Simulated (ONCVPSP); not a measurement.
# Before and after: ONCV potential for Pm (Z = 61)

```
Element                 : Pm (Z = 61)
Generator               : ONCVPSP 4.0.1
Type                    : optimised norm-conserving Vanderbilt (ONCV)
Functional              : LDA (Perdew-Wang 92)
Relativity              : scalar-relativistic
Frozen core             : [Kr] 4d10 4f4
Valence charge          : 11
Reference configuration : 5s2 5p6 5d2 6s1
Partial waves           : 5s+6s: rc 2.45 bohr, ncon 4, nbas 8, qcut 4.1 1/bohr, 2 projectors; 5p: rc 1.50 bohr, ncon 4, nbas 8, qcut 5.5 1/bohr, 1 projector; 5d: rc 3.55 bohr, ncon 4, nbas 8, qcut 4.5 1/bohr, 2 projectors, debl 1.5 Ha
Local potential         : polynomial inside 1.10 bohr (lpopt 3, dvloc0 4 Ha)
Core correction         : none
```

All-electron outer shells of the reference configuration (LDA (PZ), scalar-relativistic, ld1.x):

```tsv
shell	level (eV)	outermost node (bohr)	outermost maximum (bohr)
5s	-43.81	0.70	1.27
5p	-24.00	0.75	1.44
4f	-6.18	–	0.62
6s	-3.60	1.71	3.58
5d	-2.09	0.85	2.12
```

Change: d: qcut 4.2.

Cutoffs: the cutoffs (Ha) at which the residual kinetic energy of the hardest occupied pseudo-wave falls to 1 and 0.1 mHa per electron; they do not see the model core or the augmentation charge, which bear on the density cutoff. Errors are all-electron minus pseudo energies relative to the spin-unpolarised reference configuration.

Question: What does the change do?

Answer: The potential gets neither clearly harder nor softer (22 Ha and 77 Ha → 22 Ha and 77 Ha); of the 4 tests that both files solve, the error grows in 2 and shrinks in 2 by more than 15 % and 0.3 meV (median size 2.8 → 2.8 meV); neither file shows a bound ghost.

```csv
quantity,base,changed
"cutoff, loose",22 Ha,22 Ha
"cutoff, tight",77 Ha,77 Ha
loose cutoff by channel,"s 5.5 Ha, p 22 Ha, d 6.1 Ha","s 5.5 Ha, p 22 Ha, d 5.7 Ha"
bound ghosts,none,none
GHOST(+) flags under 300 eV,"s at 22.4 eV, d at 98.6 eV",s at 22.4 eV
"error for 5s2 5p6 5d1 6s2, meV [ΔE -1.31 eV]",+2.1,+4.1
"error for 5s2 5p6 5d1 6s1, meV [ΔE 5.25 eV]",-3.5,-1.6
"error for 5s2 5p6 5d1 6s0, meV [ΔE 17.12 eV]",-9.9,-7.9
"error for 5s2 5p6 5d1.5 6s1.5, meV [ΔE -0.71 eV]",+0.9,+1.4
s: phases at 2.49 bohr within 0.05 rad from the reference energy up to (Ha; the scan ends near 5),0.6,0.6
p: phases at 1.52 bohr within 0.05 rad from the reference energy up to (Ha; the scan ends near 5),1.2,1.2
d: phases at 3.60 bohr within 0.05 rad from the reference energy up to (Ha; the scan ends near 5),2.8,2.7
```
